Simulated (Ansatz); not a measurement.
A barrier at the coupled-cluster level

Start structure (Si2NH8ClOF2, singlet), relaxed at PBE0-D4/def2-TZVP:

```
15
angstrom
Si -1.2313 -0.2260 -0.4609
Si -0.4684 -0.4510 1.7455
F -2.6986 0.3157 -0.0038
F -0.8778 1.0937 -1.3414
Cl -1.9299 -1.8716 -1.5298
H 1.3494 -0.1091 -0.8058
N 0.6730 -0.8032 -1.1350
H 1.8946 2.1793 0.5732
O 1.7028 1.7529 -0.2649
H 0.8487 -1.1481 1.8298
H -1.4518 -1.2041 2.5649
H -0.2931 0.9035 2.3416
H 0.9371 -1.7238 -0.8034
H 0.6877 -0.8179 -2.1498
H 0.8574 2.1097 -0.5603
```

The step: Si₂H₃ClF₂ ([F][Si]([F])([SiH3])[Cl]) + H₂O + NH₃ → SiNH₂ClF₂ ([NH2][Si]([F])([F])[Cl]) + SiH₄ + H₂O; bonds formed: Si2–H8, H6–O9; dative contacts that become bonds: Si1–N7; bonds broken: Si1–Si2, H6–N7, H8–O9. Computed with Ansatz 0.2.0 (basis: def2-TZVPP and def2-QZVPP); correlated methods freeze the cores. Extrapolation: Hartree–Fock as exp(−7.88 √X), correlation as X^−2.97. Energies below are by CCSD(T) at an estimated basis limit (MP2 extrapolated from triple and quadruple zeta, plus CCSD(T) − MP2 in triple zeta).

(1) What are the electronic barrier and the energy of the step, from the start structure to the end structure? (To be estimated.)

No T1 diagnostic of these runs exceeds 0.013.

Results:

(1) Computed: Barrier 2.395 eV; step energy -0.545 eV (downhill); reverse barrier, their difference, 2.940 eV. Barrier and step energy count from the start structure, the reverse barrier from the end structure.

The saddle point: One imaginary mode of 1282i cm⁻¹.
```
   pair  start (Å)  saddle (Å)  end (Å)
 Si1–N7       2.10        1.83     1.69
 Si2–H8       3.73        1.84     1.48
  H6–O9       1.97        1.08     0.97
Si1–Si2       2.35        2.64     4.42
  H6–N7       1.02        1.48     2.16
  H8–O9       0.96        1.27     2.98
```

Zero-point energy (harmonic, PBE0-D4): ZPE is 2.638 eV at the start and 2.457 eV at the saddle, so the barrier goes from 2.395 to 2.214 eV.

Labels in which every atom is bracketed show which atoms are joined, not bond orders.

For scale, one of the runs: CCSD(T)/def2-TZVPP, 362 basis functions, launched by `ansatz run in.yaml --threads 4 --pin off --events-out ev --progress --plain --max-ram 46080MiB --backend cuda --devices 0, --max-vram 37GiB`. Time: 11 s of wall clock on 4 CPU threads of an AMD EPYC 7R13 and a share of one NVIDIA H100; the host was shared. Peak host memory: 0.9 GiB.
